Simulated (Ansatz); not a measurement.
Mulliken charges of Cl$_{3}$GeH$_{3}$Si (`Cl[Si](Cl)(Cl)[GeH3]`) from PBE/def2-TZVPP in Ansatz (PBE0-D4/def2-TZVP geometry).

```tsv
atom	x (Å)	y (Å)	z (Å)	charge (e)
Cl1	-1.199	-2.143	0.967	-0.171
Si2	0.265	-1.076	0.023	0.461
Cl3	2.019	-1.376	1.027	-0.172
Cl4	0.478	-1.822	-1.867	-0.172
Ge5	-0.282	1.230	-0.041	0.012
H6	-0.430	1.742	1.397	0.014
H7	0.844	1.985	-0.758	0.014
H8	-1.603	1.403	-0.802	0.014
```

Question: By hand: the dipole of these point charges (1 e Å = 4.8032 D).

Answer: Σ q r = (-0.122, 0.507, -0.013) e Å, of length 0.522 e Å = 2.51 D.

Question: How does the dipole of the full density compare? (Best estimate.)

Answer: Computed: (-0.067, 0.283, -0.008) e Å, 1.40 D; the point charges give 1.79 times that, at 0° from its direction.

Point charges leave out the atoms' own dipoles, such as those of lone pairs, and Mulliken's split depends on the basis, so the two needn't agree.
